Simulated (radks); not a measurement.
Spherical quantum dot in the effective-mass picture: electrons in a well V = -V0 / (1 + exp((r - R)/a)) with V0 = 55.9, R = 1.41, a = 0.15, all in effective atomic units (hartree* = m*/eps^2 hartree, bohr* = eps/m* bohr), one dielectric constant everywhere. Method: non-relativistic Kohn-Sham, exchange-only LDA, spin-polarised, spherical densities; computed with a radial shooting solver with Libxc functionals. Levels are named by radial order and angular momentum (1s, 1p, 1d, 2s, ...), and open shells are averaged over m.

N = 12, configuration 1s2 1p6 1d(up 4, down 0). This is the lowest configuration that the search found. Occupied and some empty levels:

level    occupation  eigenvalue (hartree*)  <r> (bohr*)
1s up             1                -39.500       0.7076
1s down           1                -39.277       0.7025
1p up             3                -36.921       0.8204
1p down           3                -36.660       0.8186
1d up             4                -33.526       0.8995
1d down           0                -33.249       0.8992
2s up             0                -31.401       0.7131
2s down           0                -31.235       0.7152
1f up             0                -29.466       0.9623
1f down           0                -29.187       0.9628
2p up             0                -26.626       0.8117
2p down           0                -26.440       0.8120

Energy (hartree*): total -508.405, kinetic 62.552, external -638.43, Hartree 78.437, exchange-correlation -10.965.

Electron density:

r (bohr*)  n(r) (e/bohr*^3)
0.121                 1.067
0.250                 1.397
0.379                 1.899
0.509                 2.429
0.638                 2.750
0.768                 2.622
0.897                 2.002
1.03                  1.155
1.16                 0.4664
1.28                 0.1265
1.42                0.02237
1.54               0.002840
1.67              0.0002889
